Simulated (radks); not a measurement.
In19+, configuration [Ar] 3d10 4s2.

Calculated with a radial shooting solver on a logarithmic mesh with Libxc functionals: non-relativistic Kohn-Sham, LB94 model potential, spin-polarised, spherical densities, point nucleus; relativity is left out, which matters for an element this heavy.

Energy parts (eV):
part                   energy
kinetic            152524.951
electron-nucleus  -346002.956
Hartree             44997.003
(The LB94 potential has no energy functional, so no total or exchange-correlation energy is given.)

Orbitals (lengths in bohr, moments of r in powers of bohr; <r^-3> diverges for s and p1/2; r(90%) holds 90 % of the orbital's charge):
| orbital | occ. | eigenvalue (eV) | r(90%) | <r^-3> |
|---|---|---|---|---|
| 1s | 2 | -27466.97 | 0.0551 | - |
| 2s | 2 | -4489.009 | 0.206 | - |
| 2p | 6 | -4234.741 | 0.185 | 3843 |
| 3s | 2 | -1260.907 | 0.524 | - |
| 3p | 6 | -1155.741 | 0.520 | 705.3 |
| 3d | 10 | -961.9705 | 0.496 | 114.0 |
| 4s | 2 | -555.1385 | 1.07 | - |

The highest occupied level is 4s at -555.14 eV. Summed over all electrons, <r^2> = 3.729 bohr^2, which gives a Langevin (diamagnetic) susceptibility term of -2.95 x 10^-6 cm^3/mol. For comparison, the ionisation energy in NIST's Atomic Spectra Database is 560 eV (theoretical). In exact Kohn-Sham theory the highest level is minus the ionisation energy, but local and semilocal functionals leave it too shallow, through self-interaction and a potential that decays too fast; potentials with the right tail come closer. The electron density at the nucleus is 8.292e+04 e/bohr^3.
